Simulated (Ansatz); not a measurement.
Basis-set series for FH5SiSn (`F[SiH2][SnH3]`). Charge 0, multiplicity 1. Sn takes the def2 core potential. All single points use the PBE0-D4/def2-TZVP geometry.

```csv
functional,basis,functions,energy (Eh),HOMO (eV),LUMO (eV)
PBE0-D4,def2-SVP,83,-606.27472,-8.00,-0.43
PBE0-D4,def2-TZVPP,193,-606.51957,-8.03,-0.74
ωB97M-V,def2-SVP,83,-606.37089,-9.97,1.41
ωB97M-V,def2-TZVPP,193,-606.62137,-10.04,0.97
```

Question: Give the rows for def2-QZVPP. (Estimate.)

Answer: Computed: 
| functional | basis | functions | energy (Eh) | HOMO (eV) | LUMO (eV) |
| --- | --- | --- | --- | --- | --- |
| PBE0-D4 | def2-QZVPP | 359 | -606.53751 | -8.04 | -0.82 |
| ωB97M-V | def2-QZVPP | 359 | -606.63836 | -10.05 | 0.76 |

Positive LUMOs are unbound and depend on the basis.
